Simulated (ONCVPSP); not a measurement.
# Ir (Z = 77), ONCV: configuration errors across variants

| Property | Result |
| --- | --- |
| Element | iridium (Ir) |
| Generator | ONCVPSP 4.0.1 |
| Type | optimised norm-conserving Vanderbilt (ONCV) |
| Functional | PBE |
| Relativity | fully relativistic |
| Frozen core | [Kr] 4d10 4f14 5s2 |
| Valence charge | 15 |
| Reference configuration | 5p6 5d7 6s1.5 6p0.5 |
| Partial waves | 6s: rc 2.15 bohr, ncon 3, nbas 6, qcut 2.4 1/bohr, 2 projectors, debl 0.4 Ha; 5p+6p: rc 1.45 bohr, ncon 3, nbas 7, qcut 11.4 1/bohr, 2 projectors; 5d: rc 1.85 bohr, ncon 4, nbas 9, qcut 9.3 1/bohr, 2 projectors, debl 2.9 Ha |
| Local potential | polynomial inside 1.35 bohr (lpopt 5, dvloc0 6 Ha) |
| Core correction | Teter function, fcfact 2, rcfact 1.55 |

Open shells are filled in proportion to 2j + 1.

All-electron excitation energies from the reference (eV): (1) 5p6 5d7 6s2 6p0 -2.580; (2) 5p6 5d7 6s1 6p0 7.309; (3) 5p6 5d7 6s0 6p0 24.784; (4) 5p6 5d6 6s2 6p0 9.621.

1 further variants failed, have other tests or too few solved ones, and are left out.

A true bound ghost makes a file unfit for plane-wave use even where its test errors are small: the radial tests pick states by their node count and pass the ghost by.

Errors AE − PS in meV (a dash: test not solved or not reliable):

```tsv
change	(1)	(2)	(3)	(4)	bound ghosts	GHOST(+) flags above zero
base	-1.7	-1.7	-19	-24	s	none
all radii but the core radius scaled by about 0.93 (s 2.00, p 1.34, d 1.72 bohr); local potential polynomial inside 1.26 bohr (lpopt 5, dvloc0 6 Ha)	-1.4	-2.2	-21	-24	s	s
all radii but the core radius scaled by about 1.18 (s 2.54, p 1.70, d 2.18 bohr); local potential polynomial inside 1.60 bohr (lpopt 5, dvloc0 6 Ha)	-2.0	-0.6	-17	-3.1	none	s
all radii but the core radius scaled by about 1.31 (s 2.82, p 1.90, d 2.42 bohr); local potential polynomial inside 1.76 bohr (lpopt 5, dvloc0 6 Ha)	-2.6	-0.5	-29	+30	none	none
```

Give the same row for: all radii but the core radius scaled by about 1.11 (s 2.38, p 1.60, d 2.06 bohr); local potential polynomial inside 1.50 bohr (lpopt 5, dvloc0 6 Ha).

-1.8, -0.9, -16, -12; bound ghosts: none; GHOST(+) flags above zero: s, p3/2, d5/2.
